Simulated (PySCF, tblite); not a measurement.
C3F6O.
InChI=1S/C3F6O/c4-2(5,6)1(10)3(7,8)9

Level of theory: PBE0/pcSseg-1 in PySCF (dipole) on a GFN2-xTB geometry, gas phase.

Take the most abundant isotopes and a rigid rotor. 

Question: What are A, B and C (GHz)?

Answer: Ia = 232.62, Ib = 482.43, Ic = 538.25 u·Å²; 505379 MHz·u·Å²/I gives 2173, 1048 and 938.9 MHz, that is A = 2.1726, B = 1.0476, C = 0.9389 GHz.

Question: What kind of rotor is it?

Answer: An asymmetric top: κ = (2 × 1048 − 2173 − 938.9)/(2173 − 938.9) = -0.82.

Question: What does the inertial defect say?

Answer: Not planar: Δ = Ic − Ia − Ib = -176.80 u·Å². For a rigid frame Δ = −2 Σ m c², so Σ m c² = 88.40 u·Å² lies off the ab plane. The atom farthest from that plane is 1.23 Å away.

Question: Give the coordinates in the principal-axis frame, origin at the centre of mass.

Answer: The sense of each axis is arbitrary; atoms in the order of the calculation.
```tsv
atom	mass (u)	a (Å)	b (Å)	c (Å)
O1	15.995	0.000	-1.965	0.001
C2	12.000	0.000	-0.780	0.001
C3	12.000	1.301	0.081	0.004
F4	18.998	2.338	-0.634	0.419
F5	18.998	1.561	0.513	-1.232
F6	18.998	1.182	1.144	0.796
C7	12.000	-1.301	0.081	-0.004
F8	18.998	-1.564	0.512	1.232
F9	18.998	-2.337	-0.634	-0.421
F10	18.998	-1.181	1.145	-0.795
```

Question: List the rotational levels J(Ka,Kc) to J = 5 (MHz).

Answer: Above 0(0,0):
J = 1: 1(0,1) 1987, 1(1,1) 3111, 1(1,0) 3220
J = 2: 2(0,2) 5952, 2(1,2) 6976, 2(1,1) 7302, 2(2,1) 10677, 2(2,0) 10684
J = 3: 3(0,3) 11882, 3(1,3) 12768, 3(1,2) 13419, 3(2,2) 16636, 3(2,1) 16673, 3(3,1) 22537, 3(3,0) 22538
J = 4: 4(0,4) 19755, 4(1,4) 20482, 4(1,3) 21567, 4(2,3) 24576, 4(2,2) 24687, 4(3,2) 30497, 4(3,1) 30500, 4(4,1) 38740, 4(4,0) 38740
J = 5: 5(0,5) 29547, 5(1,5) 30114, 5(1,4) 31735, 5(2,4) 34492, 5(2,3) 34742, 5(3,3) 40452, 5(3,2) 40461, 5(4,2) 48689, 5(4,1) 48689, 5(5,1) 59287, 5(5,0) 59287

Question: Which lines would a microwave search look for?

Answer: The dipole components are |μa| = 0.00 D, |μb| = 0.36 D, |μc| = 0.00 D; the symmetry axis of this C2 structure is b, so μa and μc vanish by symmetry and there are no a-type or c-type lines. Some lines, for components of 0.1 D or more:

```csv
type,branch,"J(Ka,Kc)",MHz,lower level (cm⁻¹)
b,Q,"1(1,0) ← 1(0,1)",1234,0.066
b,Q,"2(1,1) ← 2(0,2)",1350,0.199
b,R,"2(0,2) ← 1(1,1)",2841,0.104
b,R,"1(1,1) ← 0(0,0)",3111,0.000
b,Q,"2(2,0) ← 2(1,1)",3382,0.244
b,Q,"2(2,1) ← 2(1,2)",3701,0.233
b,R,"2(1,2) ← 1(0,1)",4989,0.066
b,R,"2(2,1) ← 1(1,0)",7457,0.107
b,R,"2(2,0) ← 1(1,1)",7573,0.104
```

Question: Estimate the classical rotational partition function at 10 K, 100 K and 200 K.

Answer: Point group C2, symmetry number σ = 2; q = (√π/σ)·√((kT/h)³/(ABC)), k/h = 20836.6 MHz/K: 1820 at 10 K, 57700 at 100 K, 163000 at 200 K.

Its GFN2-xTB frequencies are all real (lowest 35 cm⁻¹). These are rigid-rotor constants of the computed structure; measured ground-state constants (B0) also hold zero-point vibration.

Conformer computed: `[O:1]=[C:2]([C:3]([F:4])([F:5])[F:6])[C:7]([F:8])([F:9])[F:10]`: O1–C2–C3–F4 -19°, O1–C2–C7–F8 100°.
